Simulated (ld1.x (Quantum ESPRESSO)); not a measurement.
**indium (In): excitation energies, all-electron against PAW**

indium (In), PAW, made with ld1.x (Quantum ESPRESSO) 7.5 (LDA (PZ), scalar-relativistic). Core [Kr] 4d10, reference 5s2 5p1. Waves: 5s (bound): rcut 1.90, rcutus 2.20 bohr; 5s channel at 2.7 Ry: rcut 1.90, rcutus 2.20 bohr; 5p (bound): rcut 2.00, rcutus 2.15 bohr; 5p channel at 1.85 Ry: rcut 2.00, rcutus 2.15 bohr; 5d channel at -0.15 Ry: rcut 1.65, rcutus 1.85 bohr. Local part: all-electron potential smoothed inside 2.00 bohr (lloc = -1). Core correction: a·sin(br)/r model core, default radius (core density twice the valence density). Augmentation charge: PSQ, inside the norm-conserving radii.

Energies are relative to the spin-unpolarised reference configuration 5s2 5p1; without spin polarisation the order of configurations can differ from experiment. Not all tests gave a result: test run stopped at test 6 of 9 (negative rho).

| valence configuration | charge | ΔE all-electron (eV) | error AE − PS (meV) |
| --- | --- | --- | --- |
| 5s2 5p0 | +1 | 5.595 | -17 |
| 5s2 5p0.5 | +0.5 | 2.046 | -2.8 |
| 5s1 5p1 | +1 | 12.290 | -67 |
| 5s1 5p2 | 0 | 5.938 | -20 |

Task: What are ΔE and the potential's error for 5s1 5p0?

Result: ΔE = 25.255 eV all-electron; the error (AE − PS) is -241 meV.

Levels in the configuration 5s1 5p0:

```
level  all-electron (eV)  pseudo (eV)
   5s            -24.127      -24.531
```

Note: ghost state, extra bound levels that the all-electron valence spectrum of the same l lacks: d at -18.1 eV. A true bound ghost makes a file unfit for plane-wave use.
